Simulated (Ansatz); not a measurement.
CoCl₂, SMILES [Co]([Cl])[Cl] (connectivity only; charge and spin as stated), neutral, multiplicity 4.

The structure is a stationary point at PBE0-D3(BJ)/def2-TZVP. The spin state was assumed, not searched. The isomer is the one that the SMILES or the coordinates give; other isomers of the formula were not compared.

Two levels are set side by side: PBE/def2-TZVPD (Ansatz, an electronic-structure program) and PBE0/def2-TZVPD (Ansatz). Energy differences of separate SCF runs at the same geometry; the states with an electron removed or added have multiplicity 5 and 3. Differences are taken from unrounded values.

```json
[
 {"quantity": "vertical ionisation energy (eV)", "PBE": "9.81"},
 {"quantity": "vertical electron affinity (eV)", "PBE": "2.63"}
]
```

**Question.** These are the PBE values. What does PBE0 give? (Estimate from the structure and the level; the computed values follow.)

**Answer.** 
| quantity | PBE0 | PBE minus PBE0 |
|---|---|---|
| vertical ionisation energy (eV) | 10.48 | -0.66 |
| vertical electron affinity (eV) | 2.50 | 0.13 |
